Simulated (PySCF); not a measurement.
**Vertical excitation energies**

Compound: C3H6O3Si.
SMILES with atom numbers: `[CH3:1][C:2](=[O:3])[O:4][SiH2:5][CH:6]=[O:7]` (hydrogens: H8, H9, H10 on C1; H11, H12 on Si5; H13 on C6)

The calculation used TDDFT CAM-B3LYP/def2-SVPD, vertical, gas phase, core orbitals frozen in the response (PySCF). Isolated species at its PBE0-D3(BJ)/def2-SVP geometry (one conformer only). Torsions of this conformer, `[CH3:1][C:2](=[O:3])[O:4][SiH2:5][CH:6]=[O:7]`: C1–C2–O4–Si5 180°, C2–O4–Si5–C6 180°, O4–Si5–C6–O7 179°.

```json
{"state": "S1", "E (eV)": "3.22", "ν̃ (cm⁻¹)": "25980", "f": "0.0005", "symmetry": "–", "main configurations (H = HOMO, L = LUMO)": "H→L (96%)"}
{"state": "S2", "E (eV)": "5.86", "ν̃ (cm⁻¹)": "47230", "f": "0.0006", "symmetry": "–", "main configurations (H = HOMO, L = LUMO)": "H-1→L+2 (86%), H-1→L (10%)"}
{"state": "S3", "E (eV)": "6.45", "ν̃ (cm⁻¹)": "52060", "f": "0.0026", "symmetry": "A′", "main configurations (H = HOMO, L = LUMO)": "H→L+1 (46%), H→L+3 (37%), H→L+4 (11%)"}
{"state": "S4", "E (eV)": "6.91", "ν̃ (cm⁻¹)": "55730", "f": "0.010", "symmetry": "A′", "main configurations (H = HOMO, L = LUMO)": "H→L+3 (52%), H→L+1 (29%), H→L+5 (9%)"}
{"state": "S5", "E (eV)": "7.19", "ν̃ (cm⁻¹)": "57980", "f": "0.0002", "symmetry": "–", "main configurations (H = HOMO, L = LUMO)": "H-1→L (88%), H-1→L+2 (10%)"}
{"state": "S6", "E (eV)": "7.30", "ν̃ (cm⁻¹)": "58880", "f": "0.0083", "symmetry": "A′", "main configurations (H = HOMO, L = LUMO)": "H-2→L (90%)"}
{"state": "S7", "E (eV)": "7.37", "ν̃ (cm⁻¹)": "59480", "f": "0.0008", "symmetry": "–", "main configurations (H = HOMO, L = LUMO)": "H→L+2 (94%)"}
{"state": "S8", "E (eV)": "7.69", "ν̃ (cm⁻¹)": "62040", "f": "0.118", "symmetry": "A′", "main configurations (H = HOMO, L = LUMO)": "H→L+5 (76%), H→L+6 (10%)"}
{"state": "S9", "E (eV)": "7.79", "ν̃ (cm⁻¹)": "62850", "f": "0.034", "symmetry": "A′", "main configurations (H = HOMO, L = LUMO)": "H-1→L+1 (86%)"}
{"state": "S10", "E (eV)": "7.93", "ν̃ (cm⁻¹)": "63970", "f": "0.0010", "symmetry": "–", "main configurations (H = HOMO, L = LUMO)": "H-4→L (56%), H-8→L (20%), H-6→L (13%)"}
```

Triplets, Tamm–Dancoff:

| state | E (eV) | λ (nm) | main configurations (H = HOMO, L = LUMO) |
| --- | --- | --- | --- |
| T1 | 2.54 | 488.8 | H→L (96%) |
| T2 | 5.35 | 231.7 | H-1→L+2 (88%), H-1→L (8%) |
| T3 | 5.62 | 220.5 | H-5→L (34%), H-7→L (31%), H-3→L (18%) |
| T4 | 6.18 | 200.7 | H→L+3 (43%), H→L+1 (37%), H→L+4 (10%) |

The lowest singlet comes at 385 nm (311 kJ/mol) in the visible; it is very weak; its leading configuration is HOMO→LUMO (96%). The strongest level in the table is S8 at 7.69 eV (161 nm, f = 0.118). Löwdin shares by element: HOMO oxygen 51% or more, carbon 22% or more, silicon 11%, hydrogen 10% or more; LUMO carbon 40% or more, oxygen 32% or more, silicon 14%, hydrogen 6% or more. The oscillator strengths of these states sum to 0.176; summed over the whole spectrum of an exact calculation they would give the number of electrons, 62 (Thomas–Reiche–Kuhn). Of the 10 states listed, 3 reach f = 0.01 and 1 stays under 0.0005. Weighted by f, the mean energy of these states is 7.61 eV. S1 lies in the visible range (380 to 750 nm), at 385 nm, f = 0.0005; light of that wavelength is violet, and its complementary colour is yellow-green; a Tamm–Dancoff triplet lies at 489 nm, without intensity as long as spin–orbit coupling is left out. All these states lie below the vertical ionisation energy of 9.82 eV (ΔSCF). Symmetry labels in Cs follow from the direction of the transition dipole and are given only for states with f of 0.002 or more. Singlets were solved by full linear response, triplets in the Tamm–Dancoff approximation.
